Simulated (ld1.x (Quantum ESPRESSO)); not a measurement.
**Configuration tests for Pt (TM)**

- Element: platinum (Pt)
- Generator: ld1.x (Quantum ESPRESSO) 7.5
- Type: norm-conserving Troullier–Martins (Kleinman–Bylander form)
- Functional: PBEsol
- Relativity: scalar-relativistic
- Frozen core: [Kr] 4d10
- Valence charge: 32
- Reference configuration: 4f14 5s2 5p6 5d9 6s0 6p0 (charge +1)
- Partial waves: 5s (bound): rc 1.30 bohr; 5p (bound): rc 1.05 bohr; 5d (bound): rc 2.30 bohr; 4f (bound): rc 0.70 bohr
- Local potential: all-electron potential smoothed inside 1.30 bohr (lloc = -2)
- Core correction: none

Energies are relative to the spin-unpolarised reference configuration 4f14 5s2 5p6 5d9 6s0 6p0; without spin polarisation the order of configurations can differ from experiment. The frozen-core shift is the all-electron ΔE with the core orbitals held at their reference shape minus the fully relaxed ΔE.

```csv
valence configuration,charge,ΔE all-electron (eV),error AE − PS (meV),frozen-core shift (meV)
4f14 5s2 5p6 5d9 6s1 6p0,0,-9.225,-342,-3.7
4f14 5s2 5p6 5d7 6s0 6p0,+3,52.244,-0.9,+1.9
4f14 5s2 5p6 5d8 6s2 6p0,0,-8.237,-780,-9.6
4f14 5s2 5p5 5d9 6s1 6p0,+1,52.957,-611,+57
4f13 5s2 5p6 5d10 6s1 6p0,0,59.740,-1691,+217
4f14 5s2 5p6 5d9.5 6s0.5 6p0,0,-9.343,-161,-1.0
```

(1) What are ΔE and the potential's error for 4f14 5s2 5p6 5d8 6s0 6p0?

A Bessel basis up to 400 Ry misses an occupied level by 0.86 Ry, so cutoffs and ghosts were not judged.

Answers

(1) ΔE = 19.996 eV all-electron; the error (AE − PS) is -1.7 meV.

ld1.x printed “convergence not achieved” for 7 of the counted tests; their residual had stalled under 1e-8, short of the target of 1e-14. A variational frozen-core shift is positive and of second order in the change. This column holds negative values, so the frozen-core run of ld1.x carries numerical noise or an error of first order here, and the column gives no more than the rough size of the effect.
